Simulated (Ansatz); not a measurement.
C$_{3}$H$_{11}$AlS, SMILES `[CH3][Al-]([CH3])([CH3])[SH2+]`. Total charge 0; spin multiplicity 1.

```xyz
16

C     0.3657    1.2267    1.4429
Al    0.2220    0.1047   -0.1749
C     1.5114   -1.3700   -0.4032
C    -0.6305    0.8816   -1.7745
S    -1.7898   -1.3750    0.5378
H     1.1870    1.9450    1.3342
H     0.5812    0.6468    2.3467
H    -0.5367    1.8174    1.6339
H     1.7075   -1.9155    0.5259
H     1.1947   -2.0987   -1.1563
H     2.4782   -0.9758   -0.7385
H    -0.9269    0.1249   -2.5081
H     0.0701    1.5527   -2.2855
H    -1.5157    1.4822   -1.5397
H    -1.3456   -1.6675    1.7717
H    -2.5725   -0.3797    0.9874
```

Q: What are the harmonic wavenumbers in cm⁻¹ at PBE0-D4/def2-TZVP (Ansatz, finite differences of forces, unscaled)? (Estimate.)

A: The calculation gave: 71, 98, 100, 110, 110, 120, 153, 163, 164, 214, 390, 419, 520, 568, 583, 593, 640, 646, 707, 741, 743, 1198, 1213, 1214, 1217, 1441, 1441, 1442, 1451, 1451, 1455, 2712, 2725, 3021, 3023, 3024, 3093, 3095, 3096, 3103, 3107, 3108.

Q: Is this a minimum?

A: Yes, all 42 modes are real.

Q: Give the ideal-gas thermochemistry at 298.15 K and 1 bar (rigid rotor, harmonic oscillator; point group Cs, symmetry number 1).

A: Zero-point energy 325.9 kJ/mol; H(298) − E = 359.0 kJ/mol; entropy 435.6 J/(mol·K), of which translation 167.0, rotation 117.4, vibration 151.1; G(298) − E = 229.1 kJ/mol. Modes under 100 cm⁻¹ are hindered rotations or soft bends, so the harmonic entropy is rough.
